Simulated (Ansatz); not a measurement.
`B[SiH2]CF` + `BO` → `BO[SiH2]B` + fluoromethane at 298.15 K and 1 bar (ligand exchange at the Si–C bond).

Program: Ansatz. Geometries: PBE0-D4/def2-TZVP. ΔE: electronic, gas phase. CBS: MP2 limit from def2 TZ/QZ plus the TZ coupled-cluster correction, frozen cores. This one scheme is used for every species. Each species was taken in one conformer, which may not be the lowest.

```json
{"species": "`B[SiH2]CF`", "CCSD(T)/CBS energy (Eh)": "-455.26817", "H − E (kJ/mol)": "193.6", "S (J/(mol·K))": "338.4"}
{"species": "`BO`", "CCSD(T)/CBS energy (Eh)": "-101.80414", "H − E (kJ/mol)": "103.5", "S (J/(mol·K))": "230.4"}
{"species": "`BO[SiH2]B`", "CCSD(T)/CBS energy (Eh)": "-417.47687", "H − E (kJ/mol)": "184.7", "S (J/(mol·K))": "334.0"}
{"species": "`CF`", "CCSD(T)/CBS energy (Eh)": "-139.63461", "H − E (kJ/mol)": "113.4", "S (J/(mol·K))": "222.6"}
```

H − E and S are ideal-gas, rigid-rotor, harmonic terms from PBE0-D4/def2-TZVP, for one conformer and one mirror image of each species. 1 Eh = 2625.50 kJ/mol, R = 8.31446 J/(mol·K).

Task: By hand: ΔE, ΔH, ΔS and ΔG.

Result: ΔE = (-417.47687) + (-139.63461) − (-455.26817) − (-101.80414) = -0.03917 Eh = -102.8 kJ/mol. Δ(H − E) = 184.7 + 113.4 − 193.6 − 103.5 = 1.0, so ΔH = -101.8 kJ/mol. ΔS = 334.0 + 222.6 − 338.4 − 230.4 = -12.2 J/(mol·K). ΔG = -101.8 − 298.15 × (-12.2)/1000 = -98.2 kJ/mol.

Task: By hand: the equilibrium constant, and the temperature at which ΔG would vanish if ΔH and ΔS stayed fixed.

Result: log₁₀ K = −ΔG/(RT ln 10) = 17.2. ΔG = 0 at ΔH/ΔS = 8344 K, far beyond where these terms or the molecules hold.

The number of gas molecules stays the same, so ΔS is small and ΔH decides. A doubt of 5 kJ/mol in ΔE shifts log₁₀ K by 0.9 here. Other conformers and mirror images would add mixing entropy, several J/(mol·K) or more a flexible species. Modes under 60 cm⁻¹, often nearly free rotors, make the harmonic entropy too high. These are equilibria of isolated gas molecules and say nothing of rates. Largest T1 diagnostic: 0.014 (customary marks: 0.02 for closed shells, 0.045 for open ones).
